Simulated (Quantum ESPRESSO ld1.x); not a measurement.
Task: Radial electron density D(r) = 4 pi r^2 rho(r) of an atom or ion with 8 electrons. All-electron calculation, Dirac Kohn-Sham, BP86, spin-unpolarised, spherical densities, point nucleus. Program: ld1.x of Quantum ESPRESSO 7.5.

r (bohr),D(r) (e/bohr)
0.01355,0.8309
0.01751,1.290
0.02261,1.961
0.02921,2.902
0.03743,4.107
0.04835,5.629
0.06246,7.294
0.08068,8.797
0.1034,9.671
0.1336,9.535
0.1725,8.207
0.2229,6.145
0.2879,4.362
0.3689,3.778
0.4765,4.404
0.6156,5.281
0.7952,5.203
1.019,3.931
1.316,2.144
1.7,0.8282
2.196,0.2685
2.837,0.1680
3.636,0.2003
4.696,0.2095
6.066,0.1476
7.836,0.05984
10.04,0.01248
12.97,0.001083

What is the nuclear charge?

Result: Z = 9. The innermost maximum, from 1s, lies near gamma/Z bohr with gamma = sqrt(1 - (Z/c)^2) = 0.998, here 0.111 bohr (found: 0.115), and its height grows with Z. The density is that of the fluorine ion F+ in [He] 2s2 2p3 3d1; the configuration itself is not fixed sharply by these data. D(r) has 3 maxima, at r = 0.115, 0.689, 4.30 bohr, and minima at 0.363, 2.81 bohr, inside which lie 2.20, 7.12 electrons.
